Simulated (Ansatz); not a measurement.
`C[C@]1(Cl)[SiH2][C@@H]1F` and `F[C@H]1[SiH2][C@@H]1Cl` differ in one atom or group.

Ansatz, PBE0-D4/def2-TZVP geometries, multiplicity 1. 

```
                                        property  `C[C@]1(Cl)[SiH2][C@@H]1F`
size of the dipole moment (B3LYP/def2-TZVPP) / D                        1.77
              HOMO energy (PBE0/def2-TZVPP) / eV                       -7.14
  size of the dipole moment (PBE/def2-TZVPP) / D                        1.50
             LUMO energy (B3LYP/def2-TZVPP) / eV                       -0.76
             HOMO–LUMO gap (PBE/def2-TZVPP) / eV                        4.54
            HOMO–LUMO gap (PBE0/def2-TZVPP) / eV                        6.59
```

Task: Give the same properties after the change, and the shifts. (Estimate.)

Result: Ansatz gave: 
```tsv
property	`F[C@H]1[SiH2][C@@H]1Cl`	shift
size of the dipole moment (B3LYP/def2-TZVPP) / D	2.10	0.33
HOMO energy (PBE0/def2-TZVPP) / eV	-7.35	-0.21
size of the dipole moment (PBE/def2-TZVPP) / D	1.82	0.32
LUMO energy (B3LYP/def2-TZVPP) / eV	-0.88	-0.12
HOMO–LUMO gap (PBE/def2-TZVPP) / eV	4.61	0.07
HOMO–LUMO gap (PBE0/def2-TZVPP) / eV	6.68	0.09
```

With PBE0 the HOMO falls by 0.21 eV and the LUMO falls by 0.13 eV, so the gap widens by about 0.08 eV. PBE moves the HOMO by -0.18 eV and ωB97M-V by -0.21 eV. Dipoles are sizes alone; their direction can turn.

B3LYP here is the variant with VWN-RPA as its local correlation; programs differ in this.
